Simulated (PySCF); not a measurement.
Species: GeBr2H2.
Geometry (PBE0-D3(BJ)/def2-SVP, Å), atoms numbered from 1 in this order:
```
atom  x, y, z in Å
Ge1   -0.167    0.002   -0.114
Br2   -0.141   -0.024    2.185
Br3    1.992    0.010   -0.899
H4    -0.843    1.297   -0.572
H5    -0.840   -1.285   -0.599
```

Computed, not measured: PySCF, TDDFT CAM-B3LYP/def2-SVPD, vertical, gas phase, core orbitals frozen in the response. Relativistic effects, spin–orbit coupling among them, are left out although an element past zinc is present.

A / s⁻¹ = 0.6670 f (ν̃ / cm⁻¹)² and τ = 1/A in vacuum; |μ| follows from f = (2/3) ΔE |μ|² (atomic units, 1 au = 2.5417 D); ∫σ dE = 109.76 f Mb·eV.

These lifetimes count emission to the ground state at the vertical energy alone; relaxation of the geometry and all other decay channels are left out.

Energies and rates of the computed singlets with f of 0.002 or more:

| state | E (eV) | A (s⁻¹) |
| --- | --- | --- |
| S1 | 5.87 | 2.76×10⁷ |
| S2 | 5.93 | 5.53×10⁷ |
| S4 | 6.23 | 4.06×10⁷ |
| S6 | 7.01 | 5.59×10⁶ |
| S7 | 7.25 | 3.67×10⁷ |
| S8 | 7.51 | 2.30×10⁷ |
| S9 | 7.61 | 1.31×10⁷ |
| S10 | 7.71 | 1.36×10⁸ |
| S12 | 8.03 | 4.25×10⁷ |
| S13 | 8.39 | 9.93×10⁸ |
| S14 | 8.51 | 5.54×10⁷ |

Question: Go back from the rates to the oscillator strengths and transition dipoles.

Answer: f = A / (0.6670 ν̃²), and |μ| follows from f:

```csv
state,f,|μ| (D),τ,"main configurations (H = HOMO, L = LUMO)"
S1,0.018,0.91,36 ns,H-1→L (93%)
S2,0.036,1.27,18 ns,H→L (88%)
S4,0.024,1.01,25 ns,"H-3→L (87%), H→L+1 (8%)"
S6,0.0026,0.31,180 ns,"H→L+1 (84%), H-3→L (9%)"
S7,0.016,0.76,27 ns,H-2→L+1 (90%)
S8,0.0094,0.57,43 ns,"H-3→L+1 (68%), H→L+2 (20%)"
S9,0.0052,0.43,76 ns,H-1→L+2 (90%)
S10,0.053,1.34,7.3 ns,"H→L+2 (69%), H-3→L+1 (11%), H-4→L (9%)"
S12,0.015,0.71,24 ns,H-3→L+2 (89%)
S13,0.325,3.19,1 ns,"H-4→L (65%), H-2→L+7 (14%)"
S14,0.018,0.74,18 ns,"H-5→L (54%), H-1→L+4 (24%), H-1→L+7 (15%)"
```

Question: By what factor does the largest A in the list exceed the smallest?

Answer: S13 has 180 times the rate of S6.

Question: Which computed singlets stay under f = 0.002?

Answer: S3 (6.05 eV, f 0.0000), S5 (6.94 eV, f 0.0000), S11 (7.92 eV, f 0.0000) and S15 (8.59 eV, f 0.0000).

Question: Suppose S1 emitted 0.3 eV lower with the same transition dipole. How would A change?

Answer: At fixed |μ|, A goes as the cube of the energy: (5.57/5.87)³ = 0.85, which makes τ about 42 ns.
